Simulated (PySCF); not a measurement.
SiBrF2, SMILES F[Si](F)Br, multiplicity 2.

Geometry optimised at PBE0-D3(BJ)/def2-SVP.

Two levels are set side by side: PBE/def2-TZVPD (PySCF) and PBE0/def2-TZVPD (PySCF). Same geometry, gas phase. Differences are taken from unrounded values.

| quantity | PBE0 |
|---|---|
| α-spin orbital gap (eV) | 7.44 |
| β-spin orbital gap (eV) | 5.70 |
| dipole moment (D) | 1.15 |
| mean polarisability (bohr³) | 48.7 |

Q: What does PBE give, and how far is it from PBE0? (Estimate from the structure and the level; the computed values follow.)

A: 
| quantity | PBE | PBE minus PBE0 |
|---|---|---|
| α-spin orbital gap (eV) | 5.37 | -2.07 |
| β-spin orbital gap (eV) | 3.47 | -2.24 |
| dipole moment (D) | 1.03 | -0.12 |
| mean polarisability (bohr³) | 51.5 | 2.8 |

Loosely held outer electrons make PBE densities more polarisable. Differences between two approximate levels are no errors against the true value.

Rough cost on one machine, each run with all the roots and properties that it gave: PBE0 against PBE within a factor of 2.
